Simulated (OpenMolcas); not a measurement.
An OpenMolcas run meant for Ca (ANO-RCC-VQZP, DKH3; inactive shells 1s 2s 2p 3s 3p; intended active space 2 electrons in 4 orbitals (4s 4p)). One step of its input:

```
&RASSCF
FileOrb=start.orb
Symmetry=1
Spin=4
nActEl=2 0 0
Inactive=3 6
Ras2=1 3
CIRoot=3 3 1
SDav=3
CIMx=300
Iter=78 100
PrWF=0.3
OrbListing=Nothing
MaxOrb=0
Atom
CIOnly
>>> COPY $Project.JobIph JOB001
```

Lines from the output:

```
--- SEWARD ---
Basis set label: CA.ANO-RCC...7S6P3D2F1G.

      Electronic valence basis set:
      ------------------
      Associated Effective Charge  20.000000 au
      Associated Actual Charge     20.000000 au
      Nuclear Model: Point charge

      Shell  nPrim  nBasis  Cartesian Spherical Contaminant
         s      20       7        X
         p      16       6        X
         d       6       3                 X
         f       4       2                 X
         g       2       1                 X
Relativistic=R03O02
                  Relativistic Douglas-Kroll-Hess integrals:
                    - DKH order of Hamiltonian: 3
                    - DKH order of Properties : 2
--- RASSCF ---

 Nr of active orbitals     NAC=   4
 Spin degeneracy         ISPIN=   4
 There can be no such wave function.
 ************************************************
--- Stop Module: rasscf at  /rc=_RC_INPUT_ERROR_ ---
.####################.
.# User input error #.
.####################.
```

Q: What is wrong with the input?

A: The spin multiplicity does not fit the number of active electrons: an even count needs an odd multiplicity and the reverse.
